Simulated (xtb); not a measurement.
GeTe, charge +1, doublet, geometry from GFN2-xTB (a state made from the parent by changing its charge; the spin is typed, not shown lowest); GFN2-xTB run with xtb 6.7.1.

Here is a job for xtb.
```
$ xtb mol.xyz --gfn 2 --chrg 1 --uhf 1 --hess --json

# file mol.xyz
2

Ge    -0.00000000    -0.00000000    -1.55418152
Te     0.00000000     0.00000000     0.95641940
```

It wrote (shortened):

```
   ID    Z sym.   atoms
    1   32 Ge     1
    2   52 Te     2

           -------------------------------------------------
          |                Calculation Setup                |
           -------------------------------------------------

           -------------------------------------------------
          |                 G F N 2 - x T B                 |
           -------------------------------------------------

          ...................................................
          :                      SETUP                      :
          :.................................................:
          :  # basis functions                  20          :
          :  # atomic orbitals                  18          :
          :  # shells                            6          :
          :  # electrons                         9          :
          :  max. iterations                   250          :
          :  Hamiltonian                  GFN2-xTB          :
          :  restarted?                      false          :
          :  GBSA solvation                  false          :
          :  PC potential                    false          :
          :  electronic temp.          300.0000000     K    :
          :  accuracy                    1.0000000          :
          :  -> integral cutoff          0.2500000E+02      :
          :  -> integral neglect         0.1000000E-07      :
          :  -> SCF convergence          0.1000000E-05 Eh   :
          :  -> wf. convergence          0.1000000E-03 e    :
          :  Broyden damping             0.4000000          :
          :  net charge                          1          :
          :  unpaired electrons                  1          :
          ...................................................

 iter      E             dE          RMSdq      gap      omega  full diag
   1     -3.6606523 -0.366065E+01  0.350E+01    1.61       0.0  T
   2     -0.6821653  0.297849E+01  0.593E+01    4.45       1.0  T
   3     -4.5394270 -0.385726E+01  0.247E+01    2.50       1.0  T
   4     -2.7162144  0.182321E+01  0.266E+01    1.63       1.0  T
   5     -4.3404794 -0.162427E+01  0.969E+00    3.83       1.0  T
   6     -4.3340249  0.645449E-02  0.970E+00    3.86       1.0  T
   7     -4.3832448 -0.492199E-01  0.108E+01    3.65       1.0  T
   8     -4.4841321 -0.100887E+00  0.146E+01    3.15       1.0  T
   9     -4.4669664  0.171658E-01  0.111E+01    3.23       1.0  T
  10     -4.4695547 -0.258830E-02  0.986E+00    3.20       1.0  T
  11     -4.4916414 -0.220867E-01  0.763E+00    3.05       1.0  T
  12     -4.5093958 -0.177544E-01  0.609E+00    2.91       1.0  T
  13     -4.5171157 -0.771994E-02  0.522E+00    2.85       1.0  T
  14     -4.5262747 -0.915898E-02  0.431E+00    2.77       1.0  T
  15     -4.5357920 -0.951724E-02  0.292E+00    2.65       1.0  T
  16     -4.5405050 -0.471306E-02  0.116E+00    2.54       1.0  T
  17     -4.5410118 -0.506741E-03  0.552E-01    2.51       1.0  T
  18     -4.5411283 -0.116532E-03  0.377E-01    2.50       1.0  T
  19     -4.5412566 -0.128348E-03  0.150E-01    2.49       1.0  T
  20     -4.5412790 -0.223515E-04  0.353E-02    2.48       2.0  T
  21     -4.5412801 -0.109436E-05  0.317E-03    2.48      22.3  T
  22     -4.5412801 -0.594787E-08  0.125E-04    2.48     567.2  T
  23     -4.5412801 -0.365397E-11  0.105E-04    2.48     671.2  T

   *** convergence criteria satisfied after 23 iterations ***

         :::::::::::::::::::::::::::::::::::::::::::::::::::::
         ::                     SUMMARY                     ::
         :::::::::::::::::::::::::::::::::::::::::::::::::::::
         :: total energy              -4.536589539537 Eh    ::
         :: gradient norm              0.000000881315 Eh/a0 ::
         :: HOMO-LUMO gap              2.477547011469 eV    ::
         ::.................................................::
         :: SCC energy                -4.541280084614 Eh    ::
[...]

           -------------------------------------------------
          |               Frequency Printout                |
           -------------------------------------------------
 vibrational frequencies (cm⁻¹)
eigval :        0.00     0.00     0.00     0.00     0.00   279.95
 reduced masses (amu)
   1:107.66   2:107.66   3:107.66   4: 92.57   5: 92.57   6: 92.57
 IR intensities (km·mol⁻¹)
   1:  4.87   2:  4.87   3:  4.87   4:  6.06   5:  6.06   6: 31.59
 Raman intensities (Ä⁴*amu⁻¹)
   1:  0.00   2:  0.00   3:  0.00   4:  0.00   5:  0.00   6:  0.00
 output can be read by thermo (or use thermo option).
 writing <g98.out> molden fake output.
 recommended (thermochemical) frequency scaling factor: 1.0
           -------------------------------------------------
          |             Thermodynamic Functions             |
           -------------------------------------------------

cin symmetry found (for desy threshold:  0.10E+00) used in thermo

          ...................................................
          :                      SETUP                      :
          :.................................................:
          :  # frequencies                           1      :
          :  # imaginary freq.                       0      :
          :  linear?                              true      :
          :  only rotor calc.                    false      :
          :  symmetry                              cin      :
          :  rotational number                       1      :
          :  scaling factor                  1.0000000      :
          :  rotor cutoff                   50.0000000 cm⁻¹ :
          :  imag. cutoff                  -20.0000000 cm⁻¹ :
          :.................................................:

    mode    ω/cm⁻¹     T·S(HO)/kcal·mol⁻¹    T·S(FR)/kcal·mol⁻¹   T·S(vib)
   ------------------------------------------------------------------------
       1    279.95    -0.45735 ( 99.90%)    -0.54615 (  0.10%)    -0.45744
   ------------------------------------------------------------------------

   temp. (K)  partition function   enthalpy   heat capacity  entropy
                                   cal/mol     cal/K/mol   cal/K/mol   J/K/mol
 298.15  VIB   1.35                  279.765      1.710      1.534
         ROT  0.359E+04              592.502      1.987     18.253
         INT  0.484E+04              872.267      3.697     19.787
         TR   0.274E+28             1481.254      4.968     41.769
         TOT                        2353.5204     8.6654    61.5556   257.5485

       T/K    H(0)-H(T)+PV         H(T)/Eh          T*S/Eh         G(T)/Eh
   ------------------------------------------------------------------------
    298.15    0.375057E-02    0.438835E-02    0.292470E-01   -0.248587E-01
   ------------------------------------------------------------------------

         :::::::::::::::::::::::::::::::::::::::::::::::::::::
         ::                  THERMODYNAMIC                  ::
         :::::::::::::::::::::::::::::::::::::::::::::::::::::
         :: total free energy          -4.561448229012 Eh   ::
         ::.................................................::
         :: total energy               -4.536589539512 Eh   ::
         :: zero point energy           0.000637779262 Eh   ::
         :: G(RRHO) w/o ZPVE           -0.025496468762 Eh   ::
         :: G(RRHO) contrib.           -0.024858689500 Eh   ::
         :::::::::::::::::::::::::::::::::::::::::::::::::::::

           -------------------------------------------------
          | TOTAL ENERGY               -4.536589539512 Eh   |
          | TOTAL ENTHALPY             -4.532201186706 Eh   |
          | TOTAL FREE ENERGY          -4.561448229012 Eh   |
          | GRADIENT NORM               0.000000578039 Eh/α |
          | HOMO-LUMO GAP               2.477554488864 eV   |
           -------------------------------------------------

normal termination of xtb
```
